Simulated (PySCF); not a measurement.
Al(H)(Me)(OH) (CH₅AlO), SMILES [CH3][AlH][OH].

Geometry optimised at PBE0-D3(BJ)/def2-TZVP. The values are those of a single conformer.

Level of theory: TDDFT-LC-ωPBE/def2-SVPD (PySCF).

Vertical excitations. The molecule is in vacuum. State labels are in the subgroup Cs.

Q: Give excitation energies, oscillator strengths and character. (The exact figures need the calculation; the answer reports its results.)

A: 
| state | symmetry | energy (eV) | λ (nm) | f | main pairs |
|---|---|---|---|---|---|
| S1 | A" | 6.41 | 194 | 0.006 | HOMO→LUMO+1 97 % |
| S2 | A' | 7.73 | 160 | 0.038 | HOMO→LUMO 67 %, HOMO→LUMO+3 14 % |
| S3 | A" | 7.95 | 156 | 0.019 | HOMO−1→LUMO+1 90 % |
| S4 | A' | 8.12 | 153 | 0.144 | HOMO→LUMO+2 55 %, HOMO−1→LUMO 16 %, HOMO→LUMO 9 %, HOMO−2→LUMO+1 9 % |
| S5 | A" | 8.25 | 150 | 0.079 | HOMO−2→LUMO 58 %, HOMO−2→LUMO+2 20 % |
| S6 | A' | 8.46 | 147 | 0.106 | HOMO−2→LUMO+1 75 %, HOMO→LUMO+2 14 % |
| S7 | A' | 8.71 | 142 | 0.021 | HOMO−1→LUMO 36 %, HOMO→LUMO+3 16 %, HOMO−2→LUMO+1 7 %, HOMO−1→LUMO+2 6 % |
| S8 | A' | 8.98 | 138 | 0.357 | HOMO→LUMO+3 59 %, HOMO→LUMO 10 % |
| S9 | A" | 9.52 | 130 | 0.133 | HOMO−3→LUMO+1 69 % |
| S10 | A' | 9.56 | 130 | 0.028 | HOMO−1→LUMO+2 44 %, HOMO→LUMO+5 11 %, HOMO→LUMO+4 10 %, HOMO−1→LUMO 10 % |
| T1 | A" | 5.85 | 212 | 0 | HOMO→LUMO+1 92 % |
| T2 | A' | 7.03 | 176 | 0 | HOMO→LUMO 53 %, HOMO→LUMO+3 30 % |
| T3 | A" | 7.28 | 170 | 0 | HOMO−1→LUMO+1 78 % |
| T4 | A' | 7.44 | 167 | 0 | HOMO−2→LUMO+1 90 % |
Triplets are in the Tamm–Dancoff approximation, which puts them higher than full response would, so one can lie above its singlet here.
